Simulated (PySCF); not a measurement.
HCl₃OTi, charge +1, doublet, at a GFN2-xTB geometry (such geometries of metal compounds can be far from the true shape) (the multiplicity is a formal guess); R2SCAN/def2-SVP (PySCF).

Here is a job for PySCF.
```python
from pyscf import gto, scf, dft

mol = gto.M(
    atom='''
Ti   -0.37170548    0.19141448    0.01942456
Cl    1.31128522    1.37711207   -0.62638354
Cl    0.39885440   -0.64627425    1.85243291
Cl   -0.20801368   -1.50437676   -1.30454736
O    -1.83347324    0.94417045    0.09581351
H    -2.69083454    1.38567960    0.14061743
''',
    basis='def2-svp',
    charge=1,
    spin=1,
    verbose=4,
)

mf = dft.UKS(mol)
mf.xc = 'r2scan'
mf.kernel()
```

Q: Write the output that PySCF gives for this input, abridged.

A: 
```
PySCF version 2.14.0

[INPUT] verbose = 4
[INPUT] num. atoms = 6
[INPUT] num. electrons = 81
[INPUT] charge = 1
[INPUT] spin (= nelec alpha-beta = 2S) = 1
[INPUT] symmetry False subgroup None
[INPUT] Mole.unit = angstrom
[INPUT] Symbol           X                Y                Z      unit          X                Y                Z       unit  Magmom
[INPUT]  1 Ti    -0.371705480000   0.191414480000   0.019424560000 AA   -0.702421556200   0.361720943476   0.036707098490 Bohr   0.0
[INPUT]  2 Cl     1.311285220000   1.377112070000  -0.626383540000 AA    2.477969936990   2.602364655133  -1.183693339536 Bohr   0.0
[INPUT]  3 Cl     0.398854400000  -0.646274250000   1.852432910000 AA    0.753725579578  -1.221281333859   3.500590864031 Bohr   0.0
[INPUT]  4 Cl    -0.208013680000  -1.504376760000  -1.304547360000 AA   -0.393088885363  -2.842860064561  -2.465237226924 Bohr   0.0
[INPUT]  5 O     -1.833473240000   0.944170450000   0.095813510000 AA   -3.464762280319   1.784223565407   0.181061292933 Bohr   0.0
[INPUT]  6 H     -2.690834540000   1.385679600000   0.140617430000 AA   -5.084940327120   2.618554940397   0.265728431040 Bohr   0.0

nuclear repulsion = 551.434940043627
number of shells = 44
number of NR pGTOs = 212
number of NR cGTOs = 104
basis = def2-svp
ecp = {}

******** <class 'pyscf.dft.uks.UKS'> ********
method = UKS
initial guess = minao
damping factor = 0
level_shift factor = 0
DIIS = <class 'pyscf.scf.diis.CDIIS'>
diis_start_cycle = 1
diis_space = 8
diis_damp = 0
SCF conv_tol = 1e-09
SCF conv_tol_grad = None
SCF max_cycles = 50
direct_scf = True
direct_scf_tol = 1e-13
number electrons alpha = 41  beta = 40
XC library pyscf.dft.libxc version 7.1.2
    S. Lehtola, C. Steigemann, M. J. T. Oliveira, and M. A. L. Marques,  SoftwareX 7, 1–5 (2018)
XC functionals = r2scan
    J. W. Furness, A. D. Kaplan, J. Ning, J. P. Perdew, and J. Sun,  J. Phys. Chem. Lett. 11, 8208–8215 (2020)
    J. W. Furness, A. D. Kaplan, J. Ning, J. P. Perdew, and J. Sun,  J. Phys. Chem. Lett. 11, 9248–9248 (2020)
    J. W. Furness, A. D. Kaplan, J. Ning, J. P. Perdew, and J. Sun,  J. Phys. Chem. Lett. 11, 8208–8215 (2020)
    J. W. Furness, A. D. Kaplan, J. Ning, J. P. Perdew, and J. Sun,  J. Phys. Chem. Lett. 11, 9248–9248 (2020)
radial grids:
    Treutler-Ahlrichs [JCP 102, 346 (1995); DOI:10.1063/1.469408] (M4) radial grids

becke partition: Becke, JCP 88, 2547 (1988); DOI:10.1063/1.454033
pruning grids: <function nwchem_prune>
grids dens level: 3
symmetrized grids: False
atomic radii adjust function: <function treutler_atomic_radii_adjust>
small_rho_cutoff = 0
Set gradient conv threshold to 3.16228e-05
tot grids = 101440
init E= -2305.6689314792

cycle= 1 E= -2304.84058405764  delta_E= 0.828  |g|= 0.65  |ddm|= 2.24

cycle= 2 E= -2296.29670512867  delta_E= 8.54  |g|= 4.46  |ddm|= 2.62
cycle= 3 E= -2304.79269617384  delta_E= -8.5  |g|= 0.71  |ddm|= 2.24
cycle= 4 E= -2304.69568896352  delta_E= 0.097  |g|= 0.781  |ddm|= 1.27
cycle= 5 E= -2305.00957413779  delta_E= -0.314  |g|= 0.143  |ddm|= 0.705
cycle= 6 E= -2304.99353678832  delta_E= 0.016  |g|= 0.182  |ddm|= 0.405
cycle= 7 E= -2305.01987533991  delta_E= -0.0263  |g|= 0.0573  |ddm|= 0.531
cycle= 8 E= -2305.021110916  delta_E= -0.00124  |g|= 0.0425  |ddm|= 0.174
cycle= 9 E= -2305.02256953422  delta_E= -0.00146  |g|= 0.0101  |ddm|= 0.112
cycle= 10 E= -2305.02265138747  delta_E= -8.19e-05  |g|= 0.00454  |ddm|= 0.0348
cycle= 11 E= -2305.02266401545  delta_E= -1.26e-05  |g|= 0.00231  |ddm|= 0.00809
cycle= 12 E= -2305.02266796217  delta_E= -3.95e-06  |g|= 0.00129  |ddm|= 0.00582
cycle= 13 E= -2305.02266853959  delta_E= -5.77e-07  |g|= 0.00103  |ddm|= 0.00176
cycle= 14 E= -2305.02266911863  delta_E= -5.79e-07  |g|= 0.000559  |ddm|= 0.00126
cycle= 15 E= -2305.02266939325  delta_E= -2.75e-07  |g|= 0.000125  |ddm|= 0.00227
cycle= 16 E= -2305.02266940188  delta_E= -8.63e-09  |g|= 8.03e-05  |ddm|= 0.000267
cycle= 17 E= -2305.02266940651  delta_E= -4.63e-09  |g|= 1.71e-05  |ddm|= 0.000126
cycle= 18 E= -2305.02266940671  delta_E= -2e-10  |g|= 8.02e-06  |ddm|= 5.54e-05
Extra cycle  E= -2305.02266940499  delta_E= 1.72e-09  |g|= 4.49e-05  |ddm|= 0.000108
converged SCF energy = -2305.02266940499  <S^2> = 0.76193446  2S+1 = 2.0118991
```
